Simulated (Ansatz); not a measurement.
`N[SiH2]O[Si](N)(Cl)Cl`, charge 0, multiplicity 1.

Q: Give a relaxed structure at PBE0-D4/def2-TZVP (the Gaussian-basis code of Ansatz). (Best estimate.)

A: The calculation gave: 
Cartesian coordinates in Å:
```
N -1.560 -0.827 1.749
Si -0.063 -1.357 1.143
O 0.468 -0.571 -0.218
Si 0.293 0.851 -0.946
N 1.486 1.017 -2.122
Cl -1.521 1.036 -1.865
Cl 0.324 2.304 0.516
H -1.638 0.041 2.252
H -2.426 -1.071 1.296
H 0.963 -1.136 2.188
H -0.188 -2.776 0.749
H 2.436 0.751 -1.921
H 1.427 1.738 -2.821
```
This is one stationary point; other conformers may exist.
